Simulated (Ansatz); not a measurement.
This geometry of C2H4BClO (9 atoms, charge 0, multiplicity 1) is a first-order saddle point.

Computed with RHF/def2-SVP in Ansatz.

```xyz
9
Properties=species:S:1:pos:R:3
B 1.167 0.480 -0.900
C 0.471 -0.130 0.432
O 1.129 -0.325 1.406
C -1.016 -0.453 0.471
Cl -1.972 1.033 0.185
H 2.350 0.357 -0.994
H 0.525 1.003 -1.759
H -1.286 -1.166 -0.306
H -1.278 -0.845 1.448
```

Question: Which two structures does it join? (They come from a converged band through this point; their orientation in space is the band's.)

Answer: No bond is made or broken. The dihedral H7–B1–C2–O3 goes from 88 to -87°. The two ends are copies of one structure, up to a mirror image or an exchange of like atoms.

Image 0:

```xyz
9
Properties=species:S:1:pos:R:3
B 1.069 0.709 -0.771
C 0.506 -0.395 0.245
O 1.243 -1.167 0.772
C -0.983 -0.462 0.539
Cl -1.839 0.828 -0.368
H 1.460 1.752 -0.339
H 1.185 0.430 -1.926
H -1.386 -1.423 0.231
H -1.167 -0.316 1.600
```

Image 6:

```xyz
9
Properties=species:S:1:pos:R:3
B 1.069 0.710 -0.770
C 0.507 -0.397 0.244
O 1.243 -1.171 0.770
C -0.982 -0.463 0.539
Cl -1.839 0.825 -0.372
H 1.187 0.433 -1.926
H 1.457 1.753 -0.336
H -1.387 -1.424 0.234
H -1.166 -0.312 1.600
```

Question: How far does it lie above each of them?

Answer: 0.263 eV above the first and 0.263 eV above the second. This is the barrier of this one path; another mechanism may lie lower.

Run time: 2.6 min on 1 thread of Arm Neoverse V1, with other jobs on the host, peak memory 0.18 GiB.
